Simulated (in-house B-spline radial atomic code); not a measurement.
A fraction x of an electron is moved 4d → 5d in Ho2+, starting from [Xe] 4f11 and keeping the highest spin. All numbers are computed (scalar-relativistic (X2C) PW91, spin-polarised, spherical fractional occupations; Fermi nucleus of rms radius 5.2022 fm) with a B-spline radial code for spherical atoms, not measured.

```json
{"x": "0", "E(x) - E(0) (eV)": "0.0000", "4d down level (eV)": "-171.527", "5d up level (eV)": "-"}
{"x": "0.125", "E(x) - E(0) (eV)": "19.7612", "4d down level (eV)": "-172.461", "5d up level (eV)": "-14.022"}
{"x": "0.25", "E(x) - E(0) (eV)": "39.6118", "4d down level (eV)": "-173.414", "5d up level (eV)": "-14.241"}
{"x": "0.375", "E(x) - E(0) (eV)": "?", "4d down level (eV)": "?", "5d up level (eV)": "?"}
{"x": "0.5", "E(x) - E(0) (eV)": "79.5914", "4d down level (eV)": "-175.372", "5d up level (eV)": "-14.702"}
{"x": "0.625", "E(x) - E(0) (eV)": "?", "4d down level (eV)": "?", "5d up level (eV)": "?"}
{"x": "0.75", "E(x) - E(0) (eV)": "119.9507", "4d down level (eV)": "-177.393", "5d up level (eV)": "-15.181"}
{"x": "0.875", "E(x) - E(0) (eV)": "140.2763", "4d down level (eV)": "-178.423", "5d up level (eV)": "-15.423"}
{"x": "1", "E(x) - E(0) (eV)": "160.7012", "4d down level (eV)": "-179.466", "5d up level (eV)": "-15.666"}
```

(1) What belongs in the row x = 0.375?

(2) What belongs in the row x = 0.625?

(3) Check Janak's theorem between x = 0.125 and 0.25.

## Answers

(1) An energy change of 59.5548 eV; 4d down at -174.384 eV, 5d up at -14.468 eV.

(2) An energy change of 99.7229 eV; 4d down at -176.375 eV, 5d up at -14.940 eV.

(3) The slope of the energy is 158.80 eV; the orbital levels give 158.81 eV (ε of the receiving orbital less ε of the emptying one, averaged over the two points).
